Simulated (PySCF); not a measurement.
# Polarisability and C₆ of Co (cobalt, neutral)

[Ar] 3d7 4s2, high-spin 4F determinant. Computed with PySCF 2.14 in aug-cc-pwCVTZ-DK with one added diffuse shell each of s, p, d, f, g type (11s10p8d5f4g, 152 functions), with the spin-free X2C one-electron Hamiltonian (Gaussian nucleus). Coupled (time-dependent) response in atomic units; α is the mean over directions.

| method | mean α (bohr³) | C₆ (like pair) | S(−4) |
| --- | --- | --- | --- |
| PBE0 | 56.18 | 482.1 | 1676 |

S(−4) is the Cauchy moment in α(ω) = α(0) + S(−4) ω² + …

Reference α: 55 ± 4 bohr³ (recommended; Schwerdtfeger and Nagle, table of static dipole polarizabilities (2023 update)). Published C₆: 408.0 (Chu and Dalgarno (2004); Tang, Norbeck and Certain (1976)).

α(iu) at PBE0:

```
u (hartree)  α(iu) (bohr³)
          0          56.18
     0.0500          52.34
      0.100          43.79
      0.200          27.57
      0.300          17.94
      0.500          9.406
      0.750          5.489
       1.00          3.759
       1.50          2.219
       2.00          1.523
       3.00         0.8810
       5.00         0.4200
```

A single London oscillator, α(iu) = α/(1 + u²/ω²), gives C₆ = (3/4) ω α². Matching the computed C₆ needs ω = 4 × 482.1 / (3 × 56.18²) = 0.204 hartree.
